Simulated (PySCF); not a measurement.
H6OSeSi2, SMILES [SiH3]O[Se][SiH3].

Coordinates come from a PBE0-D3(BJ)/def2-SVP optimisation. This is a generated structure with no PubChem entry under its InChIKey; it may be hypothetical. The values are those of a single conformer.

Two levels are set side by side: PBE/def2-TZVP (PySCF) and r2SCAN/def2-TZVP (PySCF). Same geometry, gas phase. Differences are taken from unrounded values.

| quantity | r2SCAN |
|---|---|
| orbital gap (eV) | 3.33 |
| highest occupied level (eV) | -5.98 |
| lowest empty level (eV) | -2.65 |
| dipole moment (D) | 1.12 |
| mean polarisability (bohr³) | 83.9 |

What does PBE give, and how far is it from r2SCAN? (Estimate from the structure and the level; the computed values follow.)


```
quantity                       PBE  PBE minus r2SCAN
---------------------------  -----  ----------------
orbital gap (eV)              2.91             -0.42
highest occupied level (eV)  -5.72              0.27
lowest empty level (eV)      -2.80             -0.15
dipole moment (D)             1.05             -0.07
mean polarisability (bohr³)   86.7               2.8
```

Rough cost on one machine, each run with all the roots and properties that it gave: r2SCAN against PBE about 3 times.
